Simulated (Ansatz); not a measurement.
Mulliken charges of CH₄AlFN₂ (`N=[C](N)[AlH][F]`) from r2SCAN/def2-TZVPP in Ansatz (PBE0-D4/def2-TZVP geometry).

```csv
atom,x (Å),y (Å),z (Å),charge (e)
N1,1.558,0.457,-0.350,-0.359
C2,0.473,-0.139,-0.017,0.005
N3,0.534,-1.438,0.405,-0.305
Al4,-1.259,0.781,-0.206,0.649
F5,-1.114,2.305,-0.821,-0.357
H6,1.377,1.398,-0.689,0.161
H7,-0.234,-1.843,0.908,0.170
H8,1.451,-1.821,0.586,0.167
H9,-2.699,0.254,0.166,-0.131
```

Q: By hand: the dipole of these point charges (1 e Å = 4.8032 D).

A: Σ q r = (-0.361, -0.468, 0.281) e Å, of length 0.654 e Å = 3.14 D.

Q: How does the dipole of the full density compare? (Estimate.)

A: Computed: (-0.363, -0.431, 0.308) e Å, 3.08 D; the point charges give 1.02 times that, at 4° from its direction.

Point charges leave out the atoms' own dipoles, such as those of lone pairs, and Mulliken's split depends on the basis, so the close match here is no proof of good charges.
